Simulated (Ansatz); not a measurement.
All values below come from PBE-D3(BJ)/def2-SVP run with Ansatz (a quantum-chemistry and plane-wave program). No frequencies were computed at this level.

Ansatz 0.2 input:
```yaml
crystal:
  periodic: [false, false, false]
  atoms:
    - { symbol: Zn, position_ang: [-0.269151, -0.110752, 0.072151] }
    - { symbol: O, position_ang: [-0.232534, 1.476743, 0.703878] }
    - { symbol: H, position_ang: [-1.01883, 1.968071, 0.931105] }
    - { symbol: O, position_ang: [0.6935, -1.405205, -0.488704] }
    - { symbol: H, position_ang: [0.331649, -2.229364, -0.806888] }
basis:
  gaussian: { orbitals: def2-svp }
hamiltonian:
  xc: pbe
  dispersion: d3bj
relax:
  max_steps: 150
```

Output:

```
Functional definition: PBE
760 factors; their error is unknown
mean field evaluation 1: about -52509.0379 eV, gradient 9.7e1 eV
mean field evaluation 2: about -52373.8983 eV, gradient 2.4e2 eV
mean field evaluation 4: about -52523.3132 eV, gradient 3.3e1 eV
mean field evaluation 8: about -52524.6247 eV, gradient 1.4e-1 eV
mean field evaluation 16: about -52524.5918 eV, gradient 1.9e-5 eV
mean field -52524.59178271 eV, -1930.2431455677 hartree, gradient 1.9e-5 eV, S^2 0.000000; 0 other end points of the search recorded, 0 dependent functions left out
reference -52524.59182615 eV, -1930.2431471638 hartree; 24, 24 occupied and 45, 45 virtual orbitals, 760 factors
relax step   1: F+E_penalty+E_count = -52524.64469942 eV  Δ(F+E_penalty+E_count) = +0.000e0 eV  max|allowed force component| = 1.309e0 eV/Å  Δτ_max = 0.0000 Å  (26 SCF iters, accepted)
these checks for a lower state are left out or cut short: starts, cluster_reference, orbital_swaps, neighbouring_geometries, increment
760 factors; their error is unknown
mean field -52524.75639610 eV, -1930.2491949979 hartree, gradient 9.1e-6 eV, S^2 0.000000; 0 other end points of the search recorded, 0 dependent functions left out
reference -52524.75643951 eV, -1930.2491965933 hartree; 24, 24 occupied and 45, 45 virtual orbitals, 760 factors
relax step   2: F+E_penalty+E_count = -52524.80871592 eV  Δ(F+E_penalty+E_count) = -1.640e-1 eV  max|allowed force component| = 7.975e-1 eV/Å  Δτ_max = 0.0767 Å  (28 SCF iters, accepted)
these checks for a lower state are left out or cut short: starts, cluster_reference, orbital_swaps, neighbouring_geometries, increment
760 factors; their error is unknown
mean field -52524.87492145 eV, -1930.2535507243 hartree, gradient 7.4e-5 eV, S^2 0.000000; 0 other end points of the search recorded, 0 dependent functions left out
reference -52524.87496509 eV, -1930.2535523282 hartree; 24, 24 occupied and 45, 45 virtual orbitals, 760 factors
relax step   3: F+E_penalty+E_count = -52524.92678297 eV  Δ(F+E_penalty+E_count) = -1.181e-1 eV  max|allowed force component| = 2.277e-1 eV/Å  Δτ_max = 0.2000 Å  (28 SCF iters, accepted)
these checks for a lower state are left out or cut short: starts, cluster_reference, orbital_swaps, neighbouring_geometries, increment
760 factors; their error is unknown
mean field evaluation 32: about -52524.9139 eV, gradient 1.8e-1 eV
mean field -52524.88798527 eV, -1930.2540308107 hartree, gradient 1.3e-5 eV, S^2 0.000000; 0 other end points of the search recorded, 0 dependent functions left out
reference -52524.88802925 eV, -1930.2540324273 hartree; 24, 24 occupied and 45, 45 virtual orbitals, 760 factors
relax step   4: F+E_penalty+E_count = -52524.93984826 eV  Δ(F+E_penalty+E_count) = -1.307e-2 eV  max|allowed force component| = 7.423e-1 eV/Å  Δτ_max = 0.1302 Å  (27 SCF iters, accepted)
these checks for a lower state are left out or cut short: starts, cluster_reference, orbital_swaps, neighbouring_geometries, increment
760 factors; their error is unknown
mean field -52524.91956858 eV, -1930.2551914760 hartree, gradient 7.2e-5 eV, S^2 0.000000; 0 other end points of the search recorded, 0 dependent functions left out
reference -52524.91961296 eV, -1930.2551931072 hartree; 24, 24 occupied and 45, 45 virtual orbitals, 760 factors
relax step   5: F+E_penalty+E_count = -52524.97163479 eV  Δ(F+E_penalty+E_count) = -3.179e-2 eV  max|allowed force component| = 2.086e-1 eV/Å  Δτ_max = 0.2000 Å  (29 SCF iters, accepted)
these checks for a lower state are left out or cut short: starts, cluster_reference, orbital_swaps, neighbouring_geometries, increment
760 factors; their error is unknown
mean field -52524.92975218 eV, -1930.2555657164 hartree, gradient 7.0e-5 eV, S^2 0.000000; 0 other end points of the search recorded, 0 dependent functions left out
reference -52524.92979754 eV, -1930.2555673834 hartree; 24, 24 occupied and 45, 45 virtual orbitals, 760 factors
relax step   6: F+E_penalty+E_count = -52524.98196712 eV  Δ(F+E_penalty+E_count) = -1.033e-2 eV  max|allowed force component| = 6.337e-2 eV/Å  Δτ_max = 0.1983 Å  (30 SCF iters, accepted)
these checks for a lower state are left out or cut short: starts, cluster_reference, orbital_swaps, neighbouring_geometries, increment
760 factors; their error is unknown
mean field -52524.93096001 eV, -1930.2556101034 hartree, gradient 7.6e-5 eV, S^2 0.000000; 0 other end points of the search recorded, 0 dependent functions left out
reference -52524.93100519 eV, -1930.2556117637 hartree; 24, 24 occupied and 45, 45 virtual orbitals, 760 factors
relax step   7: F+E_penalty+E_count = -52524.98315203 eV  Δ(F+E_penalty+E_count) = -1.185e-3 eV  max|allowed force component| = 2.369e-2 eV/Å  Δτ_max = 0.0282 Å  (25 SCF iters, accepted)
these checks for a lower state are left out or cut short: starts, cluster_reference, orbital_swaps, neighbouring_geometries, increment
760 factors; their error is unknown
mean field -52524.93117704 eV, -1930.2556180790 hartree, gradient 7.1e-5 eV, S^2 0.000000; 0 other end points of the search recorded, 0 dependent functions left out
reference -52524.93122217 eV, -1930.2556197375 hartree; 24, 24 occupied and 45, 45 virtual orbitals, 760 factors
relax step   8: F+E_penalty+E_count = -52524.98336862 eV  Δ(F+E_penalty+E_count) = -2.166e-4 eV  max|allowed force component| = 6.344e-3 eV/Å  Δτ_max = 0.0156 Å  (24 SCF iters, accepted)
these checks for a lower state are left out or cut short: starts, cluster_reference, orbital_swaps, neighbouring_geometries, increment
760 factors; their error is unknown
mean field evaluation 64: about -52524.9311 eV, gradient 7.0e-5 eV
mean field -52524.93109462 eV, -1930.2556150503 hartree, gradient 7.0e-5 eV, S^2 0.000000; 0 other end points of the search recorded, 0 dependent functions left out
reference -52524.93113969 eV, -1930.2556167066 hartree; 24, 24 occupied and 45, 45 virtual orbitals, 760 factors
relax step   9: F+E_penalty+E_count = -52524.98329603 eV  Δ(F+E_penalty+E_count) = +7.259e-5 eV  max|allowed force component| = 6.584e-2 eV/Å  Δτ_max = 0.0143 Å  (24 SCF iters, rejected (line search))
these checks for a lower state are left out or cut short: starts, cluster_reference, orbital_swaps, neighbouring_geometries, increment
760 factors; their error is unknown
mean field -52524.93121036 eV, -1930.2556193035 hartree, gradient 6.7e-5 eV, S^2 0.000000; 0 other end points of the search recorded, 0 dependent functions left out
reference -52524.93125549 eV, -1930.2556209621 hartree; 24, 24 occupied and 45, 45 virtual orbitals, 760 factors
relax step  10: F+E_penalty+E_count = -52524.98341084 eV  Δ(F+E_penalty+E_count) = -4.221e-5 eV  max|allowed force component| = 1.713e-2 eV/Å  Δτ_max = 0.0069 Å  (25 SCF iters, accepted)
these checks for a lower state are left out or cut short: starts, cluster_reference, orbital_swaps, neighbouring_geometries, increment
760 factors; their error is unknown
mean field -52524.93121747 eV, -1930.2556195649 hartree, gradient 6.8e-5 eV, S^2 0.000000; 0 other end points of the search recorded, 0 dependent functions left out
reference -52524.93126259 eV, -1930.2556212230 hartree; 24, 24 occupied and 45, 45 virtual orbitals, 760 factors
relax step  11: F+E_penalty+E_count = -52524.98342089 eV  Δ(F+E_penalty+E_count) = -1.005e-5 eV  max|allowed force component| = 4.271e-3 eV/Å  Δτ_max = 0.0029 Å  (24 SCF iters, accepted)
760 factors; their error is unknown
mean field -52524.93121747 eV, -1930.2556195649 hartree, gradient 6.8e-5 eV, S^2 0.000000; 1 other end points of the search recorded, 0 dependent functions left out
reference -52524.93126259 eV, -1930.2556212230 hartree; 24, 24 occupied and 45, 45 virtual orbitals, 760 factors
Total energy: -52524.98346601 eV, -1930.2575396633 hartree
Atom 0 at     0.053589    -0.016052     0.094493 Å, force     0.000526     0.000208    -0.000024 eV/Å
Atom 1 at    -0.336056     1.437703     1.045438 Å, force     0.002776    -0.003635     0.000426 eV/Å
Atom 2 at    -1.074218     1.932422     0.643482 Å, force    -0.002374     0.001628    -0.001579 eV/Å
Atom 3 at     0.637427    -1.413752    -0.840977 Å, force     0.000218     0.004271     0.000080 eV/Å
Atom 4 at     0.223892    -2.240827    -0.530894 Å, force    -0.001145    -0.002472     0.001098 eV/Å
Dipole moment:    -0.390263    -0.112627    -0.031129 e Å
```

Cost: roughly 14 core-seconds.
